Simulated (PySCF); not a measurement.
# Electron correlation in Bi⁺ (bismuth, charge +1)

[Xe] 4f14 5d10 6s2 6p2, high-spin 3P determinant. All numbers are calculated (PySCF 2.14, scalar relativity through the core potential, in aug-cc-pVQZ-PP with ECP60MDF (7s7p5d3f2g, 92 functions)). Frozen: 5s2 5p6 5d10; 4 electrons correlated.

MP2 pair energies summed by pair of shells (mhartree):

| pair | energy | share (%) |
| --- | --- | --- |
| 6s-6p | -25.77 | 61.3 |
| 6s-6s | -12.32 | 29.3 |
| 6p-6p | -3.92 | 9.3 |

Total MP2 correlation energy: -42.02 mhartree.

Same-spin part -7.35 and opposite-spin part -34.67 mhartree; SCS-MP2 scales them by 1/3 and 6/5 to -44.05 mhartree.

Spin-orbit coupling is strong in this species, so the high-spin LS determinant is a model state.
